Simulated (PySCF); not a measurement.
**How methods differ on the excitation energy of Mn**

Mn [Ar] 3d5 4s2 (6S) → Mn [Ar] 3d4 4s2 5s1 (6D), as a difference of total energies. Computed with PySCF 2.14 in aug-cc-pVQZ, with the non-relativistic Hamiltonian (point nucleus). Correlated levels: valence: [Ar] frozen. The calculations carry no spin-orbit coupling.

| method | excitation energy (eV) |
| --- | --- |
| UHF | 10.923 |
| LDA | 12.440 |
| PBE | 12.062 |
| PBE0 | 11.931 |
| r2SCAN | 12.239 |
| TPSSh | 11.941 |
| M06-2X | 11.552 |
| r2SCANh | 12.167 |
| MP2 (valence) | 11.625 |
| SCS-MP2 (valence) | 10.998 |

Q: How much does correlation contribute at MP2 (valence)?

A: 11.625 − (10.923) = 0.702 eV, measured against UHF.

A first-order spin-orbit estimate (lowest level to lowest level, LS coupling) adds -0.071 eV.

The upper state lies above the first ionisation limit, where it may autoionise and the basis confines it. A Rydberg-like electron needs more diffuse functions than a valence basis has.

The promoted electron is Rydberg-like, and one or two diffuse shells describe it only roughly, which tends to raise the upper state.
